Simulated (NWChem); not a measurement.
# GeNH₃O, singlet; SMILES [NH2][Ge][OH]

Program: NWChem. Pople sets run with spherical d functions. Low-valent species are run as closed-shell singlets; no triplet was tried in these runs. Each level has its own optimisation; frequencies are unscaled. One conformer.

```csv
level,r Ge–O (Å),r Ge–N (Å),r H–O (Å),highest harmonic frequency (cm⁻¹),lowest (cm⁻¹),zero-point energy (kcal/mol),dipole (D)
Hartree-Fock/STO-3G,1.697,1.688,0.984,4240,371,28.6,2.45
"LDA (Slater exchange, VWN5)/def2-SVP",1.786,1.822,0.978,3708,244,23.4,3.10
B3LYP/6-31G*,1.815,1.850,0.971,3735,252,23.9,2.98
```
